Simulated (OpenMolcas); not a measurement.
# Levels of Ar²⁺ by method

* Program: OpenMolcas 26.06
* Basis: ANO-RCC-VTZP [5s4p2d1f]
* Scalar Hamiltonian: DKH2, point nucleus
* Active space: 6 electrons in 9 orbitals (RAS2 3s 3p; RAS3 3d, at most 2 electrons)
* State averaging: 2S+1 = 3 even, 3 roots; 2S+1 = 1 even, 7 roots; 2S+1 = 3 odd, 3 roots; 2S+1 = 1 odd, 3 roots
* Spin-orbit coupling: RASSI with atomic mean-field integrals over the reference wave functions, term energies averaged over their components

Methods on the same reference wave functions:
A. RASSCF
B. SS-RASPT2, IPEA 0.25 Eh, imaginary shift 0.1 Eh (closed shells correlated: 2s 2p)
C. MS-RASPT2, IPEA 0.25 Eh, imaginary shift 0.1 Eh (closed shells correlated: 2s 2p)
D. XMS-RASPT2, IPEA 0.25 Eh, imaginary shift 0.1 Eh (closed shells correlated: 2s 2p)

Energies in cm⁻¹ above 3s² 3p⁴ ³P₂, the measured ground level; measured values from Saloman, J. Phys. Chem. Ref. Data 39, 033101 (2010).

| Level | A | B | C | D | Measured |
| --- | --- | --- | --- | --- | --- |
| 3s² 3p⁴ ³P₂ | 0.0 | 0.0 | 0.0 | 0.0 | 0.0 |
| 3s² 3p⁴ ³P₁ | 995 | 998 | 998 | 998 | 1112 |
| 3s² 3p⁴ ³P₀ | 1424 | 1425 | 1424 | 1425 | 1570 |
| 3s² 3p⁴ ¹D₂ | 16113 | 14580 | 14580 | 14570 | 14010 |
| 3s² 3p⁴ ¹S₀ | 35067 | 33920 | 33850 | 34180 | 33266 |
| 3s 3p⁵ ³P°₂ | 115818 | 116530 | 116530 | 116590 | 113801 |
| 3s 3p⁵ ³P°₁ | 116722 | 117430 | 117430 | 117490 | 114797 |
| 3s 3p⁵ ³P°₀ | 117188 | 117900 | 117900 | 117960 | 115328 |

Deviations, from unrounded energies. A percentage is the sum of absolute deviations over the sum of measured energies, with the sign that they share, or ± where signs differ.

```csv
Against measurement,Levels,A,B,C,D
mean absolute deviation (cm-1),7,1400,1300,1300,1400
fine structure of the ground term (%),2,-9.8,-9.7,-9.7,-9.7
other terms of the ground configuration (%),2,+8.3,+2.6,+2.4,+3.1
other configurations (%),3,+1.7,+2.3,+2.3,+2.4
```

B, C lie about equally close to measurement and A furthest from it. The largest miss of C in the table is 3s 3p⁵ ³P°₂, by +2700 cm-1. The ranking rests on the paired levels alone, and a cruder setting can come out closer through cancelling errors.

Among B to D the level of the table that moves most is 3s² 3p⁴ ¹S₀, by 330 cm-1 (lowest in C, highest in D). Moves below CASPT2's spread within the term are not significant.

The mean deviations of B to D differ by less than CASPT2's widest spread within a term (170 cm-1), so their order carries little weight.

From A to B the spin-free energies of the other terms of 3s² 3p⁴ shown, above ³P, scale by factors of 0.90 to 0.97.

The lowest spin-free term lies below A's lowest term by 0.083 hartree in B, 0.083 hartree in C, 0.085 hartree in D.

Term energies are means over components that CASPT2 splits; among the terms shown or strongly mixed into the levels shown the widest spread is 170 cm-1 (3s² 3p⁴ ¹D, D). Active for correlation alone: 3d; no level in the range computed is led by a configuration that fills it, so any true level of that kind is missing. Some terms mix strongly with configurations of 3d, whose occupation reaches 0.24 (3s 3p⁵ ³P°). Computed and measured levels are paired by configuration, term and J; levels that our copy of the source lacks, or whose pairing is in doubt (as where it misses far off the trend of its configuration), stay unpaired and out of the deviations. Levels of configurations outside the active space are missing. Levels that lie high or do not pair safely by name in every column are left out.

° marks odd parity.
